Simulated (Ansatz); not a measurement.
C2H7BOSi can be A, `CC1[SiH2]B1O`, or B, `CC1B[SiH2]O1`.

Gas-phase electronic energies from Ansatz, PBE0-D4/def2-TZVP geometries. CCSD(T)/CBS is the MP2 limit (def2-TZVPP, def2-QZVPP) plus CCSD(T) − MP2 in def2-TZVPP, frozen cores. Functionals use def2-TZVPP. One conformer a species, not always the lowest.

A:

Z-matrix (Å, degrees):
```
C
C 1 1.512
H 1 1.093 2 111.8
H 1 1.094 2 111.3 3 -120.8
H 1 1.092 2 110.9 3 120.0
Si 2 1.942 1 133.2 3 -68.2
B 2 1.530 1 127.2 3 -160.8
H 2 1.100 1 113.6 3 57.3
H 6 1.483 2 112.6 1 117.9
H 6 1.488 2 120.0 1 -16.3
O 7 1.343 2 135.9 1 -27.9
H 11 0.961 7 113.1 2 166.7
```

B:

Z-matrix (Å, degrees):
```
C
B 1 1.581
Si 1 2.365 2 57.0
C 1 1.520 2 115.6 3 -119.3
O 1 1.462 2 101.7 3 0.4
H 1 1.102 2 111.4 3 115.8
H 2 1.190 1 129.3 3 -179.8
H 3 1.492 1 125.5 2 97.2
H 3 1.492 1 125.8 2 -98.9
H 4 1.092 1 109.7 2 169.1
H 4 1.093 1 111.4 2 49.9
H 4 1.092 1 110.5 2 -70.8
```

Which isomer does CCSD(T)/CBS put lower? Give the gap. (Best estimate.)

Computed: A, by 52.6 kJ/mol.

Give E(B) − E(A) in kJ/mol with CCSD/def2-TZVPP, r2SCAN-D4, ωB97M-V, MP2/def2-TZVPP, HF/def2-TZVPP, CCSD(T)/def2-TZVPP, B2PLYP. (An estimate is asked.)

The calculation gave: CCSD/def2-TZVPP 48.4, r2SCAN-D4 65.1, ωB97M-V 54.9, MP2/def2-TZVPP 59.5, HF/def2-TZVPP 23.7, CCSD(T)/def2-TZVPP 53.9, B2PLYP 56.3. None reverses the order clearly.

Largest T1 diagnostic: 0.013.

From PBE to PBE0 (25 % exact exchange), in def2-TZVPP and without D4, E(B) − E(A) moves by −9.3 kJ/mol. In def2-TZVPP, CCSD(T) changes the Hartree–Fock value by +30.2 kJ/mol (the triples alone add +5.5 kJ/mol) and MP2 by +35.8 kJ/mol.
